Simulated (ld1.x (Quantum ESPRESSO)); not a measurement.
W: one change to an ultrasoft potential, before and after

```
Element                 : W
Generator               : ld1.x (Quantum ESPRESSO) 7.5
Type                    : ultrasoft
Functional              : BLYP
Relativity              : scalar-relativistic
Frozen core             : [Xe] 4f14
Valence charge          : 6
Reference configuration : 5d4 6s0.5 6p0 (charge +1.5)
Partial waves           : 6s (bound): rcut 2.30, rcutus 2.45 bohr; 6s channel at -0.45 Ry: rcut 2.30, rcutus 2.45 bohr; 6p (bound, empty): rcut 2.65, rcutus 3.25 bohr; 6p channel at -0.3 Ry: rcut 2.65, rcutus 3.25 bohr; 5d (bound): rcut 1.55, rcutus 1.75 bohr; 5d channel at 0.7 Ry: rcut 1.55, rcutus 1.75 bohr
Local potential         : all-electron potential smoothed inside 2.20 bohr (lloc = -1)
Core correction         : a·sin(br)/r model core, default radius (core density twice the valence density)
Augmentation charge     : PSQ, inside the norm-conserving radii
```

Change: functional LDA (PZ).

Cutoffs: the cutoffs (Ry, on a coarse ladder) from which the occupation-weighted sum of valence levels, in a spherical-Bessel basis at the reference potential, stays within 10 and 1 mRy of its value at 400 Ry; they do not see the model core or the augmentation charge, which bear on the density cutoff. Errors are all-electron minus pseudo energies relative to the spin-unpolarised reference configuration.

Q: Predict the effect on cutoff, ghosts and configuration errors.

A: The potential gets neither clearly harder nor softer (30 Ry and 45 Ry → 30 Ry and 45 Ry); both files keep a bound ghost (s); the number of tests with a reliable result goes from 7 to 8 (the test run of the changed file stopped, so its transferability is not established); of the 7 tests that both files solve, the error grows in 1 and shrinks in 3 by more than 15 % and 0.3 meV (median size 5.3 → 37.8 meV).

| quantity | base | changed |
| --- | --- | --- |
| cutoff, loose | 30 Ry | 30 Ry |
| cutoff, tight | 45 Ry | 45 Ry |
| bound ghosts | s | s |
| tests with a reliable result | 7 of 7 | 8 of 9 (the test run stopped) |
| error for 5d4 6s2 6p0, meV [ΔE -15.78 → -16.25 eV] | +483 | +367 |
| error for 5d4 6s1 6p0, meV [ΔE -6.97 → -7.12 eV] | +0.2 | +494 |
| error for 5d4 6s0 6p0, meV [ΔE 8.78 → 8.91 eV] | -5.3 | -5.5 |
| error for 5d4 6s0 6p2, meV [ΔE -6.50 → -6.81 eV] | +2.9 | +3.2 |
| error for 5d5 6s1 6p0, meV [ΔE -14.21 → -14.70 eV] | +78 | +38 |
| error for 5d4 6s0 6p1, meV [ΔE -1.51 → -1.56 eV] | +1.2 | +1.4 |
| error for 5d4.5 6s1.5 6p0, meV [ΔE -15.07 → -15.55 eV] | +238 | +163 |
| s: phases at 3.54 bohr within 0.05 rad from the reference energy up to (Ry; the scan ends near 5) | to the end of the scan | to the end of the scan |
| p: phases at 3.54 bohr within 0.05 rad from the reference energy up to (Ry; the scan ends near 5) | 1.3 | 1.3 |
| d: phases at 3.54 bohr within 0.05 rad from the reference energy up to (Ry; the scan ends near 5) | to the end of the scan | to the end of the scan |
| lowest overlap eigenvalue by channel | s 0.49, p 0.47, d 0.72 | s 0.49, p 0.47, d 0.67 |

Base: ld1.x printed “convergence not achieved” for 2 of the counted tests; their residual had stalled under 1e-8, short of the target of 1e-14. A true bound ghost makes a file unfit for plane-wave use even where its test errors are small: the radial tests pick states by their node count and pass the ghost by.
